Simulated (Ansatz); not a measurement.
Frontier orbitals of `CC1BO1`.

Cartesian coordinates in Å:
```
C 0.5758 0.9386 0.2795
C -0.0405 -0.1683 -0.5169
B -1.0399 -1.1701 0.0180
O 0.2308 -1.5555 0.0134
H 0.1827 1.8974 -0.0701
H 0.3462 0.8503 1.3430
H 1.6632 0.9598 0.1626
H 0.1622 -0.1281 -1.5857
H -2.0805 -1.6241 0.3563
```

Total charge 0; spin multiplicity 1. The structure was optimised at the PBE0-D4/def2-TZVP level. Basis def2-TZVPP, Ansatz 0.2.0.

Orbital energies of one run (eV). Highest occupied ones, from the top: -6.44, -7.57, -8.83, -9.57, -10.08, -10.73, -11.61, -12.28, -14.84, -18.53, -26.36, -177.75, -269.19, -270.34. Empty: -1.28, 0.65, 0.94, 1.43, 1.68, 1.83.

Which functional gave them?
A. B3LYP
B. revPBE
C. HSE06 (plane-wave form)
D. PBE0

B. HOMO energies: revPBE -6.44, B3LYP -7.62, HSE06 -7.41, PBE0 -7.82 eV.

B3LYP here is the variant with VWN-RPA as its local correlation; programs differ in this.
